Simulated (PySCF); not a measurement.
**Shifts of the heteroatoms**

Molfile (atoms numbered from 1):
```
C3H10F2OSi2
     RDKit          3D

 18 17  0  0  0  0  0  0  0  0999 V2000
   -1.5973   -1.5160    0.0209 C   0  0  0  0  0  0  0  0  0  0  0  0
   -0.6923   -0.5964   -0.5416 O   0  0  0  0  0  0  0  0  0  0  0  0
   -0.4572    0.5753    0.2447 C   0  0  2  0  0  0  0  0  0  0  0  0
   -0.4577    2.0218   -1.0078 Si  0  0  0  0  0  4  0  0  0  0  0  0
    0.8790    0.3882    0.9256 C   0  0  0  0  0  0  0  0  0  0  0  0
    0.7235    0.0977    2.2632 F   0  0  0  0  0  0  0  0  0  0  0  0
    1.5853    1.5711    0.9332 F   0  0  0  0  0  0  0  0  0  0  0  0
    1.8580   -1.0167    0.0272 Si  0  0  0  0  0  4  0  0  0  0  0  0
   -1.2940   -1.8164    1.0290 H   0  0  0  0  0  0  0  0  0  0  0  0
   -1.6019   -2.3867   -0.6328 H   0  0  0  0  0  0  0  0  0  0  0  0
   -2.6052   -1.0892    0.0644 H   0  0  0  0  0  0  0  0  0  0  0  0
   -1.2486    0.6970    0.9911 H   0  0  0  0  0  0  0  0  0  0  0  0
   -1.7629    1.9512   -1.6664 H   0  0  0  0  0  0  0  0  0  0  0  0
    0.6175    1.7769   -1.9629 H   0  0  0  0  0  0  0  0  0  0  0  0
   -0.2956    3.2848   -0.2945 H   0  0  0  0  0  0  0  0  0  0  0  0
    3.2057   -0.9177    0.5920 H   0  0  0  0  0  0  0  0  0  0  0  0
    1.8713   -0.7241   -1.3979 H   0  0  0  0  0  0  0  0  0  0  0  0
    1.2636   -2.2945    0.4010 H   0  0  0  0  0  0  0  0  0  0  0  0
  1  2  1  0
  2  3  1  0
  3  4  1  0
  3  5  1  0
  5  6  1  0
  5  7  1  0
  5  8  1  0
  1  9  1  0
  1 10  1  0
  1 11  1  0
  3 12  1  1
  4 13  1  0
  4 14  1  0
  4 15  1  0
  8 16  1  0
  8 17  1  0
  8 18  1  0
M  END
```

[PySCF 2.14.0 with density-fitted response routines: GIAO PBE0/pcSseg-1 shieldings; coordinates at the GFN2-xTB level; relativity neglected; a single conformation; equivalent nuclei averaged; gas phase]

Question: Where does $^{19}$F resonate?

Answer: 
```json
{"atoms": "F6", "environment": "fluorine of a CF2 group", "σ (ppm)": "274.8", "δ (ppm)": "-87.3"}
{"atoms": "F7", "environment": "fluorine of a CF2 group", "σ (ppm)": "290.4", "δ (ppm)": "-101.4"}
```

Shieldings were converted by a linear fit to measured shifts: $^{19}$F (scatter 6.0 ppm rms, 7.0 ppm with the 5 outliers that the fit left out vs CFCl3, solution or neat liquid, with a term for F on sp3 carbon). Occasional misses reach two or three times the rms, and more in compound classes unlike the fitted ones.

On a 500 MHz spectrometer $^{19}$F resonates near 470.5 MHz, so 1 ppm is 470.5 Hz.

Question: What are the $^{29}$Si shifts?

Answer: 
```
atoms               environment  σ (ppm)  δ (ppm)
  Si4  silicon bonded to C, 3 H    424.3    -68.8
  Si8  silicon bonded to C, 3 H    427.0    -71.0
```

Shieldings were converted by a linear fit to measured shifts: $^{29}$Si: δ = 279.94 − 0.822σ (rms 8.9 ppm, 72 shifts, 25.8 ppm with the 6 outliers that the fit left out vs TMS, solution or neat liquid). A few per cent of atoms miss by over 2 rms, more outside the fitted compound classes.

On a 500 MHz spectrometer $^{29}$Si resonates near 99.3 MHz, so 1 ppm is 99.3 Hz.

Question: Predict the $^{17}$O NMR data.

Answer: 
```tsv
atoms	environment	σ (ppm)	δ (ppm)
O2	ether oxygen	305.8	-11.8
```

Shieldings were converted by a linear fit to measured shifts: $^{17}$O (scatter 10.7 ppm rms, 12.2 ppm with the 3 outliers that the fit left out vs liquid water, solution or neat liquid). Occasional misses reach two or three times the rms, and more in compound classes unlike the fitted ones.

On a 500 MHz spectrometer $^{17}$O resonates near 67.8 MHz, so 1 ppm is 67.8 Hz.
